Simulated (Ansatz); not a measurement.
Harmonic vibrations of the cluster PSe₃ by finite differences.

```yaml
crystal:
  periodic: [false, false, false]
  atoms:
    - {symbol: P, position_ang: [-0.055758, 0.558043, -0.492146]}
    - {symbol: Se, position_ang: [1.979978, 0.577885, -1.045242]}
    - {symbol: Se, position_ang: [-1.194659, -1.371482, -0.116068]}
    - {symbol: Se, position_ang: [-0.729552, 0.235564, 1.653456]}
basis:
  gaussian: {orbitals: def2-SVP}
magnetization: {spin_polarized: true, initial_magnetization: 1}
hamiltonian: {xc: r2scan, dispersion: d4}
scf: {omitted_lower_state_checks: [starts]}
phonons: {temperatures: {t_min: 298.15, t_max: 900, t_step: 200}}
```

```sh
$ ansatz run in.yaml --threads 4 --pin off --events-out ev --progress --plain --max-ram 8704MiB
```

Output, abridged:

```
Functional definition: r2SCAN
mean field -205310.31822834 eV, -7545.0150305597 hartree, gradient 2.3e-5 eV, S^2 0.755668; 0 other end points of the search recorded, 0 dependent functions left out
mean field -205310.31818554 eV, -7545.0150289866 hartree, gradient 2.8e-6 eV, S^2 0.755673; 0 other end points of the search recorded, 0 dependent functions left out
mean field -205310.31818571 eV, -7545.0150289930 hartree, gradient 2.7e-6 eV, S^2 0.755662; 0 other end points of the search recorded, 0 dependent functions left out
mean field -205310.31818889 eV, -7545.0150291099 hartree, gradient 3.2e-6 eV, S^2 0.755663; 0 other end points of the search recorded, 0 dependent functions left out
mean field -205310.31819268 eV, -7545.0150292492 hartree, gradient 3.6e-6 eV, S^2 0.755672; 0 other end points of the search recorded, 0 dependent functions left out
mean field -205310.31822651 eV, -7545.0150304921 hartree, gradient 1.5e-6 eV, S^2 0.755668; 0 other end points of the search recorded, 0 dependent functions left out
mean field -205310.31821971 eV, -7545.0150302423 hartree, gradient 1.5e-6 eV, S^2 0.755667; 0 other end points of the search recorded, 0 dependent functions left out
mean field -205310.31820738 eV, -7545.0150297891 hartree, gradient 2.3e-6 eV, S^2 0.755674; 0 other end points of the search recorded, 0 dependent functions left out
mean field -205310.31819735 eV, -7545.0150294206 hartree, gradient 2.7e-6 eV, S^2 0.755662; 0 other end points of the search recorded, 0 dependent functions left out
mean field -205310.31821664 eV, -7545.0150301294 hartree, gradient 1.3e-6 eV, S^2 0.755666; 0 other end points of the search recorded, 0 dependent functions left out
mean field -205310.31821939 eV, -7545.0150302305 hartree, gradient 1.3e-6 eV, S^2 0.755669; 0 other end points of the search recorded, 0 dependent functions left out
mean field -205310.31819434 eV, -7545.0150293101 hartree, gradient 2.0e-6 eV, S^2 0.755664; 0 other end points of the search recorded, 0 dependent functions left out
mean field -205310.31819101 eV, -7545.0150291876 hartree, gradient 2.4e-6 eV, S^2 0.755672; 0 other end points of the search recorded, 0 dependent functions left out
mean field -205310.31821356 eV, -7545.0150300165 hartree, gradient 2.3e-6 eV, S^2 0.755668; 0 other end points of the search recorded, 0 dependent functions left out
mean field -205310.31820497 eV, -7545.0150297006 hartree, gradient 2.1e-6 eV, S^2 0.755668; 0 other end points of the search recorded, 0 dependent functions left out
Total energy: -205310.36462219 eV, -7545.0167355019 hartree
Atom 0 at    -0.055758     0.558043    -0.492146 Å, force    -0.001045    -0.000006     0.000280 eV/Å
Atom 1 at     1.979978     0.577885    -1.045242 Å, force     0.000777    -0.000095    -0.000118 eV/Å
Atom 2 at    -1.194659    -1.371482    -0.116068 Å, force     0.000557     0.001511     0.001527 eV/Å
Atom 3 at    -0.729552     0.235564     1.653456 Å, force    -0.000289    -0.001410    -0.001689 eV/Å
Dipole moment:    -0.076371    -0.030356     0.047642 e Å
Vibrations: 97.43 110.53 245.62 295.02 326.94 511.42 cm⁻¹, zero-point energy 0.098378 eV
Checks for a lower state left out: starts
```

It took 18 s on 4 threads of Intel Xeon 6975P-C on a shared host.

The structure comes from a short search, and lower isomers may exist.
